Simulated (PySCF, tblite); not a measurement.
Isomers of C5H7ClSSi, one GFN2-xTB conformer each. Single-point energies are computed at PBE0/pcSseg-1 (PySCF, gas phase, no added dispersion term), electronic only.

**Question.** Rank them by PBE0/pcSseg-1 energy, lowest first (kJ/mol).
A. `[CH:1]#[C:2]/[CH:3]=[C:4](\[Cl:5])[SiH2:6][S:7][CH3:8]` with C3–C4–Si6–S7 0°, C4–Si6–S7–C8 178°
B. `[CH3:1][S:2][C:3]1=[CH:4][CH:5]=[CH:6][Si@H:7]1[Cl:8]` with C1–S2–C3–C4 -1°

**Answer.** B (0.0), A (234.3).

As drawn, the higher has a C≡C bond, which the lower lacks. GFN2-xTB itself gives, in the same order: 0.0, 140.4. Both levels put the same isomer lowest.

**Question.** Which frontier levels, dipoles and rotational constants go with these structures?

**Answer.** 
```csv
SMILES,"HOMO (eV, PBE0/pcSseg-1)",LUMO (eV),dipole (D),"A, B, C (MHz)"
CSC1=CC=C[Si@H]1Cl,-5.95,-1.82,2.59,"1769, 891.5, 640.9"
C#C/C=C(\Cl)[SiH2]SC,-7.03,-1.60,1.55,"2238, 603.5, 479.4"
```

**Question.** What happens when harmonic zero-point energies from GFN2-xTB frequencies are added?

**Answer.** 
| SMILES | ZPE (kJ/mol) | electronic (kJ/mol) | with ZPE (kJ/mol) |
| --- | --- | --- | --- |
| CSC1=CC=C[Si@H]1Cl | 267.5 | 0.0 | 0.0 |
| C#C/C=C(\Cl)[SiH2]SC | 252.1 | 234.3 | 219.0 |

The zero-point energies span 15.4 kJ/mol. The order is unchanged.
